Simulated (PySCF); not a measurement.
## Tungsten: highly charged ions in a basis for the neutral atom

W⁹⁺ [Kr] 4d10 4f14 5s2 5p3, W¹⁰⁺ [Kr] 4d10 4f14 5s2 5p2. Calculation: PySCF 2.14, in def2-TZVP with the def2 core potential (60 electrons) (6s4p3d1f, 40 functions); a scalar-relativistic core potential. No spin-orbit coupling, so a gap to NIST mixes the basis error with missing relativistic terms.

Changed run: basis of the neutral atom used for a highly charged ion. This setting is unsound on purpose.

```csv
species,method,sound run (hartree),changed run (hartree),converged
W⁹⁺,UHF,not run,-43.66192,yes
W⁹⁺,B3LYP,not run,-43.87023,yes
W⁹⁺,M06-2X,not run,-43.77636,yes
W¹⁰⁺,UHF,not run,-36.94338,yes
W¹⁰⁺,B3LYP,not run,-37.12927,yes
W¹⁰⁺,M06-2X,not run,-37.06731,yes
```

Ionisation energy of W⁹⁺:

| method | changed run (eV) | NIST (eV) |
| --- | --- | --- |
| UHF | 182.82 | 179 ± 1.2 |
| B3LYP | 183.43 | 179 ± 1.2 |
| M06-2X | 182.56 | 179 ± 1.2 |

The contracted functions were made for the neutral atom and can be too rigid for a highly charged ion.
